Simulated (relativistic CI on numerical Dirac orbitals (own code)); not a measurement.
# Re3+: resonant inelastic scattering at the L2,3 edge

Computed with this model: Dirac-Coulomb-Breit CI, KLI orbitals optimised for each configuration, model QED (radiative potential, 1s self-energy scaled to tabulated hydrogen-like ionisation energies), valence Slater integrals scaled by 0.8, Kramers-Heisenberg scattering through one core-hole configuration in a parametric crystal field; configurations [Xe] 4f14 5d4 → [He] 2s2 2p5 3s2 3p6 3d10 4s2 4p6 4d10 4f14 5s2 5p6 5d5; 10 K; core-hole width 3 eV; summed over polarisations. Incident energies are the highest absorption maxima for each field (at most a few, so the weaker spin-orbit partner edge can be absent), on the computed scale of the free ion. Intensities are in per cent of the strongest line above 0.02 eV; levels within 1 cm⁻¹ are merged; final levels count from the ground level, the first row holds all elastic scattering, lines under 0.4 are left out and each table stops after 24 rows. The scale of the Slater integrals is a model choice and moves the terms in proportion.

Field parameters in Wybourne normalisation: D3d B²₀ = −7Dσ, B⁴₀ = −14Dq − 21Dτ, B⁴₃ = −14√(10/7) Dq. The field is a parameter set, without covalency.

S is read from ⟨S²⟩ = S(S + 1).

D3d, 10Dq = 33500, Dσ = -1200, Dτ = -280 cm⁻¹:

```csv
Final level (eV),Degeneracy,Irrep,S,10534.3 eV,10536.9 eV,11961.4 eV
0.000,1,A1,0.99,711.2,1220.7,55.8
0.254,1,A2,1.04,5.2,0.9,1.7
0.383,2,E,1.02,2.8,4.3,0.3
0.613,2,E,0.99,42.2,22.0,2.3
0.900,1,A1,0.68,12.8,3.7,0.5
1.016,2,E,0.94,24.4,20.1,7.5
1.365,1,A1,0.67,13.0,2.2,4.5
1.641,2,E,0.37,20.1,6.0,4.8
2.132,2,E,0.17,14.5,5.4,8.1
2.735,1,A2,1.98,0.8,2.7,0.3
2.745,2,E,1.96,4.4,16.8,7.3
2.758,1,A1,1.95,1.5,6.6,3.3
2.765,2,E,1.95,2.2,7.7,12.6
2.777,2,E,1.93,4.0,14.2,4.7
2.785,1,A2,1.95,2.6,9.2,2.0
2.790,1,A1,1.94,6.4,28.6,13.2
3.202,1,A1,0.26,19.7,8.5,6.7
3.988,2,E,1.02,28.2,100.0,30.6
4.073,2,E,1.05,0.6,2.1,11.0
4.080,1,A1,1.03,4.4,18.4,11.6
4.212,1,A2,0.92,17.7,57.2,17.4
4.224,2,E,1.01,2.2,8.6,8.4
4.362,1,A2,1.02,0.3,0.9,5.3
4.383,1,A1,0.99,1.9,9.3,0.2
```

D3d, 10Dq = 33500, Dσ = -860, Dτ = -280 cm⁻¹:

```csv
Final level (eV),Degeneracy,Irrep,S,10534.3 eV,10536.9 eV,11961.4 eV
0.000,1,A1,0.99,698.6,1190.7,53.4
0.264,1,A2,1.04,4.2,1.0,1.5
0.382,2,E,1.03,2.8,4.0,0.4
0.607,2,E,0.99,39.9,21.3,2.5
0.864,1,A1,0.78,11.3,3.6,0.9
0.932,2,E,0.95,22.8,19.9,7.1
1.378,1,A1,0.55,12.3,1.9,3.9
1.628,2,E,0.33,20.2,6.2,4.6
2.042,2,E,0.17,14.9,5.3,7.2
2.703,1,A2,1.98,0.4,1.4,0.2
2.713,2,E,1.96,4.7,17.7,7.5
2.722,1,A1,1.96,1.8,7.3,3.4
2.730,2,E,1.95,1.9,6.7,12.5
2.744,2,E,1.93,3.8,13.2,4.6
2.745,1,A2,1.95,2.6,9.1,1.9
2.752,1,A1,1.93,6.1,27.7,13.0
3.135,1,A1,0.26,21.0,8.8,6.8
4.020,2,E,1.01,28.9,100.0,31.8
4.106,1,A1,1.03,4.4,18.3,11.6
4.109,2,E,1.04,0.4,1.3,9.6
4.189,1,A2,0.93,17.6,56.1,19.0
4.251,2,E,1.01,2.1,7.7,7.8
4.367,1,A2,1.03,0.0,0.5,3.3
4.381,1,A1,0.99,1.7,7.8,0.4
```

For the first field the strongest loss at the lowest incident energy is the level at 0.61 eV (S = 0.99, against 0.99 in the thermal ground state). Levels of other spin, the first over 8 % at 1.64 eV, appear because spin-orbit coupling of the core hole, and in heavier ions of the valence shell too, mixes spins.
